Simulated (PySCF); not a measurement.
## Computed vibrations of [TaO2Cl2]−

[TaO2Cl2]− (singlet). PySCF 2.14.0, RKS BP86, Ta def2-SVP with ECP60, O def2-SVP, Cl def2-SVP; non-relativistic Hamiltonian with scalar-relativistic core potentials where named; density fitting; no spin-orbit coupling. Central differences of gradients.

```xyz
5

Ta    0.0000    0.0000    0.2076
O     1.0043    1.0043    1.2691
O    -1.0043   -1.0043    1.2691
Cl    1.4215   -1.4215   -1.1175
Cl   -1.4215    1.4215   -1.1175
```

Run from Python with OMP_NUM_THREADS=2. Where DIIS fails, smearing, a level shift and second-order steps follow.
It took 56 s on 2 threads of Arm Neoverse N1, with other jobs on the host.

Q: What are the harmonic wavenumbers and infrared intensities?

A: Modes are labelled in C2v; negative numbers are unstable modes, those under 60 cm⁻¹ near the noise; a finer grid moves soft modes by up to 10 cm⁻¹.
| cm⁻¹ | km/mol | symmetry |
| --- | --- | --- |
| 100 | 1.8 | a1 |
| 134 | 8.4 | b2 |
| 169 | 0.0 | a2 |
| 183 | 13.1 | b1 |
| 290 | 0.2 | a1 |
| 343 | 82.7 | b1 |
| 344 | 32.7 | a1 |
| 873 | 192.7 | b2 |
| 915 | 88.6 | a1 |

Q: Is this a minimum?

A: Yes. Ideal gas at 298.15 K and 1 bar: S = 357.6 J/(mol K), Cp = 89.7 J/(mol K), H − H(0 K) = 20.1 kJ/mol (rigid rotor, harmonic modes, spin degeneracy alone).
